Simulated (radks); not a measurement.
The numbers below are computed, except where a source is named.
All-electron atom: Sr6+ in [Ar] 3d9 4s2 4p3 (not the ground configuration). Code: a radial shooting solver on a logarithmic mesh with Libxc functionals. Model: scalar-relativistic Kohn-Sham, PBEsol, spin-polarised, spherical densities, point nucleus; open shells are filled with parallel spins first (spin-orbit coupling, left out, can overturn this in heavy ions).

Unscreened Slater integrals over Kohn-Sham orbitals (hartree). They are taken over the spin-up orbitals.

integral,value
"F0(4p,4p)",0.68236
"F2(4p,4p)",0.36440
"F0(4p,4s)",0.70814
"G1(4p,4s)",0.48502
"F0(4p,3d)",0.87369
"F2(4p,3d)",0.21358
"G1(4p,3d)",0.071541
"G3(4p,3d)",0.068831
"F0(4p,3p)",0.87166
"F2(4p,3p)",0.21621
"G0(4p,3p)",0.056662
"G2(4p,3p)",0.067326
"F0(4s,4s)",0.73794
"F0(4s,3d)",0.93212
"G2(4s,3d)",0.082806
"F0(4s,3p)",0.92993
"G1(4s,3p)",0.076101
"F0(3d,3d)",1.8891
"F2(3d,3d)",0.92425
"F4(3d,3d)",0.58579
"F0(3d,3p)",1.8492
"F2(3d,3p)",0.89374
"G1(3d,3p)",1.0572
"G3(3d,3p)",0.66658
"F0(3p,3p)",1.8338
"F2(3p,3p)",0.92248

Derived for the open shells (J is the average intra-shell exchange parameter used in DFT+U). 3d: Racah B = F2/49 - 5 F4/441 = 0.01222 hartree, C = 35 F4/441 = 0.04649 hartree, C/B = 3.80, F4/F2 = 0.634, J = (F2 + F4)/14 = 0.1079 hartree. 4p: J = F2/5 = 0.07288 hartree.
